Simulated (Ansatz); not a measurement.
Reactions of H4INSi (`N[SiH2]I`).

Calculated with Ansatz (gas phase, PBE0-D4/def2-TZVP geometries, no zero-point term in ΔE). CBS: MP2 limit from def2 TZ/QZ plus the TZ coupled-cluster correction, frozen cores. This one scheme is used for every species. Functionals use def2-TZVPP. B3LYP here is the variant with VWN-RPA as its local correlation; programs differ in this. Elements past krypton have def2 core potentials. For I outer-core shells are correlated without core-valence functions, which leaves a few kJ/mol of doubt a bond. One conformer a species, not always the lowest.

```json
{"reaction": "`N[SiH2]I` + H₂O → `O[SiH2]I` + NH₃", "B2PLYP (eV)": "-0.41", "B3LYP-D4 (eV)": "-0.39", "PBE-D4 (eV)": "-0.35", "ωB97M-V (eV)": "-0.39"}
{"reaction": "`N[SiH2]I` → HI + `N[SiH]`", "B2PLYP (eV)": "2.53", "B3LYP-D4 (eV)": "2.53", "PBE-D4 (eV)": "2.56", "ωB97M-V (eV)": "2.54"}
{"reaction": "`N[SiH2]I` + `N[Si](O)(O)O` → `N[SiH2]O[Si](N)(O)O` + HI", "B2PLYP (eV)": "-0.32", "B3LYP-D4 (eV)": "-0.38", "PBE-D4 (eV)": "-0.22", "ωB97M-V (eV)": "-0.35"}
{"reaction": "`N[SiH2]I` + `[SiH3]S` → `N[SiH2]S[SiH3]` + HI", "B2PLYP (eV)": "0.28", "B3LYP-D4 (eV)": "0.25", "PBE-D4 (eV)": "0.24", "ωB97M-V (eV)": "0.25"}
```

Q: Give the CCSD(T)/CBS values in the same order. (An estimate is asked.)

A: The calculation gave: -0.37, 2.65, -0.31, 0.27 eV.

Largest T1 diagnostic: 0.015, for `N[SiH]`.
